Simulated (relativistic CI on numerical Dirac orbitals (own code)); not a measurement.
## Pt⁴⁺: 5d valence photoemission

Computed with this model: Dirac-Coulomb-Breit CI, KLI orbitals optimised for each configuration, model QED, valence Slater integrals scaled by 0.8, multiplet model of photoemission in the sudden approximation; configurations [Xe] 4f14 5d6 → [Xe] 4f14 5d5; 80 K; Lorentzian 0.21 eV and Gaussian 0.5 eV FWHM. Energies are those of the free ion, without screening or charge transfer. The energies are binding energies and can lie tens of eV above those of solids. S is read from ⟨S²⟩ = S(S + 1).

Field parameters in Wybourne normalisation: Td as Oh with Dq negative (B⁴₀ = 21Dq, B⁴₄ = √(5/14) B⁴₀). The field is a parameter set, without covalency.

Computed curve for free ion, scaled to 100 at the maximum (points under 2 are left out and the grid is thinned):

| Energy (eV) | Intensity |
| --- | --- |
| 56.1 | 2.2 |
| 56.3 | 4.1 |
| 56.5 | 10.2 |
| 56.7 | 26.4 |
| 56.8 | 37.9 |
| 57.0 | 52.3 |
| 57.2 | 40.3 |
| 57.4 | 18.8 |
| 57.6 | 7.3 |
| 57.8 | 3.8 |
| 57.9 | 3.2 |
| 58.1 | 2.8 |
| 58.3 | 3.2 |
| 58.5 | 5.2 |
| 58.7 | 11.2 |
| 58.9 | 21.3 |
| 59.1 | 26.2 |
| 59.2 | 24.8 |
| 59.4 | 21.7 |
| 59.6 | 33.9 |
| 59.8 | 67.0 |
| 60.0 | 97.7 |
| 60.2 | 91.2 |
| 60.3 | 74.5 |
| 60.5 | 38.8 |
| 60.7 | 21.7 |
| 60.9 | 19.6 |
| 61.1 | 17.6 |
| 61.3 | 12.2 |
| 61.5 | 9.2 |
| 61.6 | 9.2 |
| 61.8 | 10.5 |
| 62.0 | 9.9 |
| 62.2 | 6.6 |
| 62.4 | 4.6 |
| 62.6 | 5.6 |
| 62.7 | 6.6 |
| 62.9 | 6.9 |
| 63.1 | 4.5 |
| 63.3 | 2.2 |

The ground state has S = 1.81, and the centroid lies at 59.49 eV.
